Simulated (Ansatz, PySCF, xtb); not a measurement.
Energy difference 2 R1 → P1, each structure at its B3LYP-D3(BJ)/def2-TZVP stationary point, reached from a drawn start (curvature not checked).
R1: OSi (SMILES [O+]#[Si-]), charge 0, multiplicity 1.
P1, O2Si2 (charge 0, multiplicity 1):
| atom | x (Å) | y (Å) | z (Å) |
|---|---|---|---|
| Si | 1.2298 | 0.0000 | 0.0000 |
| Si | -1.2298 | 0.0000 | 0.0000 |
| O | 0.0000 | 1.1728 | 0.0000 |
| O | 0.0000 | -1.1728 | 0.0000 |

P less R. No zero-point or thermal terms.

Correlated levels freeze the cores.

The values were computed with Ansatz (a program for electronic structure); PySCF for the D3/D4 terms; xtb for the GFN methods. All values are computed, each at the level named.

```
level                     reaction energy (kJ/mol)
------------------------  ------------------------
GFN1-xTB                                    -125.7
HF/cc-pV(D+d)Z                              -243.1
SVWN5/def2-TZVPP                            -273.6
PBE-D4/def2-TZVPP                           -224.2
revPBE-D4/def2-TZVPP                        -215.2
r2SCAN-D3(BJ)/def2-TZVPP                    -240.3
BHLYP/def2-TZVPP                            -253.9
B2PLYP-D3(BJ)/def2-TZVPP                    -217.1
CCSD(T)/cc-pV(Q+d)Z                              …
```

### Question
Fill in the missing entries.

### Answer

- CCSD(T)/cc-pV(Q+d)Z, reaction energy (kJ/mol): -232.4
